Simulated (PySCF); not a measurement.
## C₆ coefficients of unlike pairs at UHF

Calculated with PySCF 2.14 from the dipole response of each species, C₆(A,B) = (3/π) ∫ α_A(iu) α_B(iu) du, in atomic units, from isotropic polarisabilities. For ions this is the dispersion term alone; charge-induced terms of lower order in 1/R come first.

| species | configuration | basis | relativity | α (bohr³) | C₆ (like pair) |
| --- | --- | --- | --- | --- | --- |
| Zr²⁺ | [Kr] 4d2 (3F) | x2c-TZVPPall with one added diffuse shell each of s, p, d, f type (9s7p7d3f1g) | spin-free X2C | 11.28 | 55.89 |
| Co²⁺ | [Ar] 3d7 (4F) | aug-cc-pVDZ-DK (7s6p4d2f) | spin-free X2C | 2.922 | 8.171 |
| Ru³⁺ | [Kr] 4d5 (6S) | aug-cc-pVTZ-PP with one added diffuse shell each of s, p, d, f, g type with ECP28MDF (7s7p6d4f3g) | core potential | 4.667 | 21.02 |
| O | [He] 2s2 2p4 (3P) | def2-TZVPPD (6s4p3d1f) | none | 4.740 | 13.68 |

(1) Estimate C₆ for Co²⁺ with Zr²⁺.

No spin-orbit coupling is included.

The other pairs:

```json
{"pair": "Ru³⁺, Zr²⁺", "C₆": "33.00"}
{"pair": "O, Ru³⁺", "C₆": "16.60"}
{"pair": "Ru³⁺, Co²⁺", "C₆": "13.06"}
{"pair": "O, Co²⁺", "C₆": "10.26"}
{"pair": "O, Zr²⁺", "C₆": "27.53"}
```

Results:

(1) The integral gives 20.39. The combination rule 2 C_A C_B / (C_A α_B/α_A + C_B α_A/α_B) gives 19.84 and the geometric mean 21.37.
